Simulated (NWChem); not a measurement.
System: HS2, doublet; SMILES [S]S

Parts of the log:

```
             Northwest Computational Chemistry Package (NWChem) 7.3.0
             --------------------------------------------------------

 CS  symmetry detected

                             Geometry "geometry" -> ""
                             -------------------------

 Output coordinates in angstroms (scale by  1.889725989 to convert to a.u.)

  No.       Tag          Charge          X              Y              Z
 ---- ---------------- ---------- -------------- -------------- --------------
    1 S                   16.0000     0.01242945    -1.03822997     0.00000000
    2 S                   16.0000     0.06713209     0.95704293     0.00000000
    3 H                    1.0000    -1.27298463     1.29899257     0.00000000

 Effective nuclear repulsion energy (a.u.)      77.1657116534

      Symmetry information
      --------------------

 Group name             Cs
 Group number              2
 Group order               2
 No. of unique centers     3

                                 NWChem DFT Module
                                 -----------------

 Summary of "ao basis" -> "ao basis" (spherical)
 ------------------------------------------------------------------------------
       Tag                 Description            Shells   Functions and Types
 ---------------- ------------------------------  ------  ---------------------
 S                          def2-svp                 8       18   4s3p1d
 H                          def2-svp                 3        5   2s1p

      Symmetry analysis of basis
      --------------------------

        a'         30
        a"         11

            General Information
            -------------------
          SCF calculation type: DFT
          Wavefunction type:  spin polarized.
          No. of atoms     :     3
          No. of electrons :    33
           Alpha electrons :    17
            Beta electrons :    16
          Charge           :     0
          Spin multiplicity:     2
          Use of symmetry is: on ; symmetry adaption is: on
          Maximum number of iterations: 150
          AO basis - number of functions:    41
                     number of shells:    19
          Convergence on energy requested:  1.00D-06
          Convergence on density requested:  1.00D-05
          Convergence on gradient requested:  5.00D-04

              XC Information
              --------------
                  TPSS metaGGA Exchange Functional  1.000
             TPSS03 metaGGA Correlation Functional  1.000

             Grid Information
             ----------------
          Grid used for XC integration:  xfine
          Radial quadrature: Mura-Knowles
          Angular quadrature: Lebedev.
          Tag              B.-S. Rad. Rad. Pts. Rad. Cut. Ang. Pts.
          ---              ---------- --------- --------- ---------
          S                   1.00      125           9.0      1454
          H                   0.35      100           9.0      1202
          Grid pruning is: on
          Number of quadrature shells:   350
          Spatial weights used:  Erf1

      Superposition of Atomic Density Guess
      -------------------------------------

 Sum of atomic energies:        -795.19391591

      Non-variational initial energy
      ------------------------------

 Total energy =    -795.437276
 1-e energy   =   -1253.082193
 2-e energy   =     380.479205
 HOMO         =      -0.198432
 LUMO         =       0.053872

   Symmetry analysis of molecular orbitals - initial alpha
   -------------------------------------------------------

  Numbering of irreducible representations:

     1 a'          2 a"

  Orbital symmetries:

     1 a'          2 a'          3 a'          4 a'          5 a'
     6 a'          7 a"          8 a'          9 a'         10 a"
    11 a'         12 a'         13 a'         14 a'         15 a"
    16 a'         17 a"         18 a'         19 a'         20 a'
    21 a'         22 a'         23 a'         24 a"         25 a'
    26 a"         27 a'

   Symmetry analysis of molecular orbitals - initial beta
   ------------------------------------------------------

  Numbering of irreducible representations:

     1 a'          2 a"

  Orbital symmetries:

     1 a'          2 a'          3 a'          4 a'          5 a'
     6 a'          7 a"          8 a'          9 a'         10 a"
    11 a'         12 a'         13 a'         14 a'         15 a"
    16 a'         17 a"         18 a'         19 a'         20 a'
    21 a'         22 a'         23 a'         24 a"         25 a'
    26 a"         27 a'

   convergence    iter        energy       DeltaE   RMS-Dens  Diis-err
 ---------------- ----- ----------------- --------- --------- ---------
 d= 0,ls=0.0,diis     1   -796.7148199017 -8.74D+02  1.34D-02  7.44D-02
                                                     1.58D-02  7.55D-02
 d= 0,ls=0.0,diis     2   -796.6447990860  7.00D-02  1.10D-02  1.56D-01
                                                     1.37D-02  1.47D-01
 d= 0,ls=0.0,diis     3   -796.7412592173 -9.65D-02  3.11D-03  2.09D-02
                                                     4.77D-03  2.34D-02
 d= 0,ls=0.0,diis     4   -796.7563523644 -1.51D-02  7.47D-04  1.71D-03
                                                     8.38D-04  1.52D-03
 d= 0,ls=0.0,diis     5   -796.7573812774 -1.03D-03  1.48D-04  3.31D-05
                                                     1.34D-04  2.39D-05
  Resetting Diis
 d= 0,ls=0.0,diis     6   -796.7573992793 -1.80D-05  4.53D-05  3.74D-06
                                                     3.82D-05  2.83D-06
 d= 0,ls=0.0,diis     7   -796.7574014142 -2.13D-06  3.33D-05  3.92D-07
                                                     3.72D-05  3.22D-07
 d= 0,ls=0.0,diis     8   -796.7574008398  5.74D-07  2.25D-05  1.13D-06
                                                     3.28D-05  1.20D-06
 d= 0,ls=0.0,diis     9   -796.7574016045 -7.65D-07  6.06D-06  8.11D-08
                                                     6.86D-06  7.03D-08

         Total DFT energy =     -796.757401604501
      One electron energy =    -1253.407621891128
           Coulomb energy =      431.233969096467
    Exchange-Corr. energy =      -51.749460463266
 Nuclear repulsion energy =       77.165711653426

 Numeric. integr. density =       33.000000147950

                  Occupations of the irreducible representations
                  ----------------------------------------------

                     irrep           alpha         beta
                     --------     --------     --------
                     a'               13.0         13.0
                     a"                4.0          3.0

                    DFT Final Alpha Molecular Orbital Analysis
                    ------------------------------------------

 Vector   15  Occ=1.000000D+00  E=-3.280234D-01  Symmetry=a"
              MO Center=  3.2D-02,  1.2D-01,  9.1D-15, r^2= 2.1D+00
   Bfn.  Coefficient  Atom+Function         Bfn.  Coefficient  Atom+Function
  ----- ------------  ---------------      ----- ------------  ---------------
    31      0.450159  2 S  pz                13      0.367518  1 S  pz
    28      0.354700  2 S  pz                10      0.296018  1 S  pz
    25      0.200460  2 S  pz                 7      0.168432  1 S  pz
    15      0.047255  1 S  d -1              33     -0.040525  2 S  d -1

 Vector   16  Occ=1.000000D+00  E=-2.241213D-01  Symmetry=a'
              MO Center= -4.1D-02, -7.4D-01,  1.1D-15, r^2= 2.0D+00
   Bfn.  Coefficient  Atom+Function         Bfn.  Coefficient  Atom+Function
  ----- ------------  ---------------      ----- ------------  ---------------
    11      0.644783  1 S  px                 8      0.444031  1 S  px
     5      0.252687  1 S  px                37      0.190338  3 H  s
    22     -0.167878  2 S  s                 38      0.147365  3 H  s
    21     -0.092507  2 S  s                 26     -0.091521  2 S  px
    30     -0.077730  2 S  py                20      0.069355  2 S  s

 Vector   17  Occ=1.000000D+00  E=-2.153679D-01  Symmetry=a"
              MO Center=  2.4D-02, -1.9D-01, -2.9D-16, r^2= 2.5D+00
   Bfn.  Coefficient  Atom+Function         Bfn.  Coefficient  Atom+Function
  ----- ------------  ---------------      ----- ------------  ---------------
    13      0.561130  1 S  pz                31     -0.491026  2 S  pz
    10      0.384396  1 S  pz                28     -0.334841  2 S  pz
     7      0.214245  1 S  pz                25     -0.184908  2 S  pz
    33     -0.036837  2 S  d -1

 Vector   18  Occ=0.000000D+00  E=-4.542372D-02  Symmetry=a'
              MO Center= -2.4D-02, -8.3D-02, -1.8D-15, r^2= 2.9D+00
   Bfn.  Coefficient  Atom+Function         Bfn.  Coefficient  Atom+Function
  ----- ------------  ---------------      ----- ------------  ---------------
    12      0.869677  1 S  py                30      0.813396  2 S  py
    22     -0.546216  2 S  s                  4      0.424057  1 S  s
     9      0.358887  1 S  py                27      0.310961  2 S  py
    21     -0.285298  2 S  s                  3      0.242062  1 S  s
    38      0.212998  3 H  s                  6      0.198699  1 S  py

[...]

                         DFT ENERGY GRADIENTS

    atom               coordinates                        gradient
                 x          y          z           x          y          z
   1 S       0.023488  -1.961970   0.000000    0.000150   0.000841   0.000000
   2 S       0.126861   1.808549   0.000000    0.003568  -0.001980   0.000000
   3 H      -2.405592   2.454740   0.000000   -0.003718   0.001138   0.000000
```

Level: TPSS/def2-SVP, spin-unrestricted. In the optimisation the excess spin sits in a" (Cs, its own frame). Coordinates come from a PBE-D3(BJ)/def2-SVP, spin-unrestricted optimisation. No stability test was run on the SCF state.

**Question.** Write an input that gives this output.

**Answer.** This is not unique; one that fits is the input that was run:
```
start job
memory heap 200 mb stack 900 mb global 1100 mb
geometry units angstroms noautoz
  S      0.029869    -1.052074     0.000000
  S      0.067440     0.943595     0.000000
  H     -1.275563     1.274027     0.000000
end
basis spherical
  * library def2-svp
end
dft
  odft
  mult 2
  xc xtpss03 ctpss03
  iterations 150
  grid xfine
end
task dft gradient
```
